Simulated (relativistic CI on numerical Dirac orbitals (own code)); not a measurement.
# Magnetism of Mn3+, 3d4, in a crystal field

Calculated by Dirac-Coulomb-Breit CI, orbitals from a KLI potential per configuration, model QED, valence Slater integrals scaled by 0.9, one configuration in a parametric crystal field (own radial code). With so little scaling, terms lie 10 to 35 % too far apart, which can change the order of excited levels.

Field parameters in Wybourne normalisation: D4h B²₀ = −7Ds, B⁴₀ = 21(Dq − Dt), B⁴₄ = 21√(5/14) Dq; Oh B⁴₀ = 21Dq, B⁴₄ = √(5/14) B⁴₀; Td as Oh with Dq negative (B⁴₀ = 21Dq, B⁴₄ = √(5/14) B⁴₀). The field is a parameter set, without covalency.

S is read from ⟨S²⟩ = S(S + 1).

Powder χT (cm³ K mol⁻¹) by Van Vleck's formula, with temperature-independent terms:

```
                                       Field     2 K     5 K   10 K   20 K   50 K  100 K  200 K  300 K
 D4h, 10Dq = 21950, Ds = 560, Dt = -580 cm⁻¹  0.0725   0.181  0.362  0.689   1.18   1.42   1.48   1.46
D4h, 10Dq = 24750, Ds = 1120, Dt = -480 cm⁻¹  0.0977   0.244  0.483  0.842   1.23   1.41   1.45   1.42
 D4h, 10Dq = 28050, Ds = 1870, Dt = -10 cm⁻¹   0.117   0.293  0.572  0.946    1.3   1.48   1.56   1.55
                        Oh, 10Dq = 9700 cm⁻¹   0.701    1.61   2.31   2.69   2.86    2.9   2.92   2.93
                       Oh, 10Dq = 24000 cm⁻¹  0.0967   0.242  0.484  0.962   1.98   2.53   2.75    2.8
                       Oh, 10Dq = 28900 cm⁻¹  0.0318  0.0795  0.159  0.318  0.788   1.36   1.69    1.7
                       Td, 10Dq = -6300 cm⁻¹   0.184    0.46  0.869   1.29    1.6   1.83    2.2   2.45
                       Td, 10Dq = -9300 cm⁻¹   0.213   0.531  0.973   1.37   1.63   1.85   2.22   2.47
```

(1) For Oh, 10Dq = 24000 cm⁻¹: what effective moment follows at 300 K?

## Answers

(1) μ_eff = √(8χT) = 4.73 μB. The ground level has S = 1.85; the spin-only moment for S = 2 is 4.90 μB. The difference comes from the orbital moment, spin-orbit mixing of terms and temperature-independent paramagnetism, all larger in this ionic model than in covalent complexes.
